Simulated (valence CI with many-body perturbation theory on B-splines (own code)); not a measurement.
# Tm XIX in brief

Level of theory: relativistic CI+MBPT: five valence electrons over a frozen Dirac-Fock core [Kr] 4d10, a basis of 7 s, 7 p, 7 d, 7 f, 4 g, 2 h functions for each j, with the one-electron correlation potential Σ1 (screened to all orders), the two-electron term Σ2, the three-electron term Σ3, Breit, model QED; selected single and double excitations, second order for the rest, scaled by the run's own slope (own B-spline code, finite nucleus).

No measured spectrum was set against this ion. As an estimate, terms of the open shell hold to a few per cent of their energy, and close levels can change places. Among the levels kept, up to 1100 cm⁻¹ of a level comes from second order outside the variational space, and about a tenth of that is noise between levels of different J, which matters for small intervals.

Rates and lifetimes use the calculated energies. Strong lines usually hold to 10 to 20 %, long lifetimes can be off by a factor of two.

Task: What is the ground level?

Result: 4f⁵ ⁶H°_5/2, composition 86 % 4f⁵ ⁶H° + 12 % 4f⁵ ⁴G°, g = 0.329.

Task: Name the longest-lived excited levels whose lifetime is computed, and their main decay.

Result: 4f⁵ ⁶F°_1/2 at 1.911 eV lives 576 s, mostly by E2 to 4f⁵ ⁶H°_5/2.

Task: How well does LS coupling describe the low levels?

Result: Among the lowest 20 levels the leading LS term, summed over configurations, holds 77 % on average. For single configurations the figures are 77 % in LS and 48 % in jj coupling. Terms mix most in the J = 13/2 level at 5.327 eV, where the leading one holds 34 %.

Task: Where does the other parity begin?

Result: At 4f⁴5s ⁶I_7/2, 27.299 eV.

Task: How is the term ⁶H° of the ground level split?

Result: J = 5/2 at 0.000, J = 7/2 at 0.547, J = 9/2 at 1.115, J = 11/2 at 1.672, J = 13/2 at 2.205, J = 15/2 at 2.692 eV.

Task: What is the ionisation energy?

Result: 443.31 eV; NIST lists 460 ± 24 eV (theoretical).
